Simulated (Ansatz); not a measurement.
`C[O][GeH]([F])[Cl]` + `O[SiH3]` → `[F][GeH]([Cl])[O][SiH3]` + CH₃OH at 298.15 K and 1 bar (ligand exchange at a Ge–O bond).

Gas-phase electronic energies from Ansatz, PBE0-D4/def2-TZVP geometries. CCSD(T)/CBS is the MP2 limit (def2-TZVPP, def2-QZVPP) plus CCSD(T) − MP2 in def2-TZVPP, frozen cores. This one scheme is used for every species. For Ge outer-core shells are correlated without core-valence functions, which leaves a few kJ/mol of doubt a bond. Scalar relativity is left out up to krypton. Each species was taken in one conformer, which may not be the lowest.

```tsv
species	CCSD(T)/CBS energy (Eh)	H − E (kJ/mol)	S (J/(mol·K))
`C[O][GeH]([F])[Cl]`	-2751.40462	163.5	367.6
`O[SiH3]`	-366.69042	113.6	257.8
`[F][GeH]([Cl])[O][SiH3]`	-3002.48481	133.1	397.4
CH₃OH	-115.61712	146.3	238.2
```

H − E and S are ideal-gas, rigid-rotor, harmonic terms from PBE0-D4/def2-TZVP, for one conformer and one mirror image of each species. 1 Eh = 2625.50 kJ/mol, R = 8.31446 J/(mol·K).

Question: By hand: ΔE, ΔH, ΔS and ΔG.

Answer: ΔE = (-3002.48481) + (-115.61712) − (-2751.40462) − (-366.69042) = -0.00689 Eh = -18.1 kJ/mol. Δ(H − E) = 133.1 + 146.3 − 163.5 − 113.6 = 2.3, so ΔH = -15.8 kJ/mol. ΔS = 397.4 + 238.2 − 367.6 − 257.8 = 10.2 J/(mol·K). ΔG = -15.8 − 298.15 × (10.2)/1000 = -18.8 kJ/mol.

Question: By hand: the equilibrium constant, and the temperature at which ΔG would vanish if ΔH and ΔS stayed fixed.

Answer: log₁₀ K = −ΔG/(RT ln 10) = 3.3. ΔH and −TΔS have one sign here, so there is no such temperature.

The number of gas molecules stays the same, so ΔS is small and ΔH decides. A doubt of 5 kJ/mol in ΔE shifts log₁₀ K by 0.9 here. Other conformers and mirror images would add mixing entropy, several J/(mol·K) or more a flexible species. Modes under 60 cm⁻¹, often nearly free rotors, make the harmonic entropy too high. These are equilibria of isolated gas molecules and say nothing of rates. Largest T1 diagnostic: 0.012 (customary marks: 0.02 for closed shells, 0.045 for open ones).

ΔS is within the doubt of such terms, so its sign, and with it that verdict, could turn.
